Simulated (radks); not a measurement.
Spherical jellium clusters: N electrons in a uniform positive sphere of charge N and radius rs N^(1/3), rs = 2.2 bohr. Method: non-relativistic Kohn-Sham, LDA (Slater exchange, Perdew-Wang correlation), spin-polarised, spherical densities; computed with a radial shooting solver with Libxc functionals. Levels are named by radial order and angular momentum (1s, 1p, 1d, 2s, ...), and open shells are averaged over m.

N = 12, configuration 1s2 1p6 1d(up 4, down 0). This is the lowest configuration that the search found. Occupied and some empty levels:

| level | occupation | eigenvalue (eV) | <r> (bohr) |
|---|---|---|---|
| 1s up | 1 | -10.498 | 3.225 |
| 1s down | 1 | -9.9251 | 3.124 |
| 1p up | 3 | -7.1239 | 4.082 |
| 1p down | 3 | -6.3461 | 4.052 |
| 1d up | 4 | -3.4305 | 4.961 |
| 2s up | 0 | -2.9515 | 5.173 |
| 1d down | 0 | -2.6239 | 5.063 |
| 2s down | 0 | -2.4623 | 5.369 |
| 2p up | 0 | -0.64566 | 8.414 |
| 2p down | 0 | -0.38308 | 9.411 |

Energy (eV): total -5.34819, kinetic 58.776, external -880.79, Hartree 418.35, exchange-correlation -68.466, background 466.78.

Electron density:

| r (bohr) | n(r) (e/bohr^3) |
|---|---|
| 0.179 | 0.01426 |
| 0.629 | 0.01526 |
| 1.08 | 0.01716 |
| 1.53 | 0.01952 |
| 1.98 | 0.02175 |
| 2.43 | 0.02322 |
| 2.88 | 0.02336 |
| 3.33 | 0.02190 |
| 3.78 | 0.01892 |
| 4.23 | 0.01495 |
| 4.68 | 0.01079 |
| 5.13 | 0.007168 |
| 5.58 | 0.004484 |
| 6.03 | 0.002702 |
| 6.48 | 0.001590 |
| 6.93 | 0.0009219 |
| 7.38 | 0.0005297 |
| 7.83 | 0.0003026 |
| 8.28 | 0.0001722 |
| 8.73 | 0.00009800 |
